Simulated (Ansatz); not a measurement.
`[GaH2][Br]`, relaxed with RKS PBE-D4/def2-SVP in Ansatz from a rough embedded geometry. The force threshold is 0.03 eV/Å; the program also tests the step.

Total charge 0; spin multiplicity 1.

Start:

```xyz
4

Ga   -0.189    0.129   -0.093
Br    0.023   -1.657   -1.330
H    -0.177   -0.228    1.424
H     0.343    1.756   -0.002
```

```
step   energy (eV)  largest force (eV/Å)  largest move (Å)
   1  -122423.4018                 2.991             0.000
   2  -122424.0214                 0.917             0.195
   3  -122424.1568                 0.119             0.177
   4  -122424.1593                 0.011             0.024
```

End:

```xyz
4

Ga   -0.002    0.173    0.172
Br    0.019   -1.468   -1.457
H    -0.305   -0.333    1.628
H     0.288    1.628   -0.343
```

Hardware: 2 threads of a server CPU on a shared host. Wall time 3.8 s, peak host memory 0.15 GiB.
